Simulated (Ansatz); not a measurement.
cyclo-(H2SiCH2)2 (C₂H₈Si₂). The state is a triplet with charge 0. Geometry PBE-D4/def2-SVP, that of the neutral singlet.

```xyz
12

Si   -0.647    0.370    1.104
H    -0.002    0.866    2.373
H    -2.142    0.363    1.292
C     0.065   -1.296    0.473
Si    0.648   -0.370   -1.103
H     0.008   -0.867   -2.375
H     2.144   -0.361   -1.286
C    -0.066    1.296   -0.474
H    -0.688   -2.090    0.298
H     0.877   -1.725    1.093
H     0.685    2.093   -0.301
H    -0.881    1.721   -1.094
```

At PBE0-D4/def2-TZVP a singlet of charge 0 lies 5.91 eV below the triplet at the same geometry.

(1) Estimate the α-spin orbital energies around the gap (eV) in Ansatz with PBE-D4/def2-TZVP, r2SCAN-D4/def2-TZVP, PBE0-D4/def2-TZVP.

## Answers

(1) 
| orbital | PBE-D4/def2-TZVP | r2SCAN-D4/def2-TZVP | PBE0-D4/def2-TZVP |
| --- | --- | --- | --- |
| HOMO−5 | -8.76 | -9.11 | -10.13 |
| HOMO−4 | -8.38 | -8.78 | -9.82 |
| HOMO−3 | -8.36 | -8.75 | -9.80 |
| HOMO−2 | -8.33 | -8.66 | -9.67 |
| HOMO−1 | -7.45 | -7.74 | -8.72 |
| HOMO | -1.61 | -1.69 | -2.06 |
| LUMO | -1.03 | -0.74 | -0.16 |
| LUMO+1 | -0.64 | -0.35 | 0.16 |
| LUMO+2 | 0.10 | 0.34 | 0.86 |
| LUMO+3 | 0.28 | 0.46 | 0.88 |
| LUMO+4 | 0.79 | 1.28 | 1.63 |
| LUMO+5 | 1.02 | 1.48 | 1.98 |
| β HOMO | -7.60 | -7.67 | -8.43 |
| β LUMO | -6.84 | -6.88 | -6.29 |
